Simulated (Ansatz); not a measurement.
A single point on `[CH3][SnH2][O][AlH2]`.

```yaml
crystal:
  periodic: [false, false, false]
  atoms:
    - {symbol: C, position_ang: [-1.186738, 1.382526, -0.118369]}
    - {symbol: Sn, position_ang: [-0.829443, -0.433544, 0.940419]}
    - {symbol: O, position_ang: [0.787705, -1.234981, 0.185796]}
    - {symbol: Al, position_ang: [2.119763, -1.074135, -0.820396]}
    - {symbol: H, position_ang: [-2.066495, 1.889092, 0.280823]}
    - {symbol: H, position_ang: [-0.321823, 2.038484, -0.019670]}
    - {symbol: H, position_ang: [-1.349782, 1.165603, -1.174130]}
    - {symbol: H, position_ang: [-2.059361, -1.597525, 0.710736]}
    - {symbol: H, position_ang: [-0.488890, -0.186545, 2.597478]}
    - {symbol: H, position_ang: [2.336399, 0.285201, -1.614728]}
    - {symbol: H, position_ang: [3.123963, -2.291178, -0.947359]}
basis:
  gaussian: {orbitals: def2-QZVPP}
correlation: {method: mp2, frozen_orbitals: {Al: 5, C: 1, H: 0, O: 1, Sn: 9}}
```

```sh
$ ansatz run in.yaml --threads 4 --pin off --events-out ev --progress --plain
```

It prints (some lines left out):

```
Functional definition: HF
2837 factors; integrals over basis functions are off by at most 8.4e-4 eV
mean field evaluation 1: about -15564.3596 eV, gradient 5.3e1 eV
mean field evaluation 2: about -15564.4511 eV, gradient 5.3e1 eV
mean field evaluation 4: about -15570.2292 eV, gradient 5.1e0 eV
mean field evaluation 8: about -15570.3208 eV, gradient 3.8e-1 eV
mean field -15570.32120438 eV, -572.1987503182 hartree, gradient 2.8e-6 eV, S^2 0.000000; 0 other end points of the search recorded, 0 dependent functions left out
16 core orbitals not correlated: weight in the atoms' cores, before any rotation towards them, 0.846 or more for the frozen orbitals, at most 0.150 for the correlated occupied ones
reference -15570.32120438 eV, -572.1987503182 hartree; 12, 12 occupied and 448, 448 virtual orbitals, 2837 factors
second order -17.57444083 eV of doubles, -0.00000000 eV of singles
Total energy: -15587.89564521 eV, -572.8445991063 hartree
```

It took 16 s on 4 threads of a server CPU on a shared host, with 2.8 GiB of host memory at the peak.
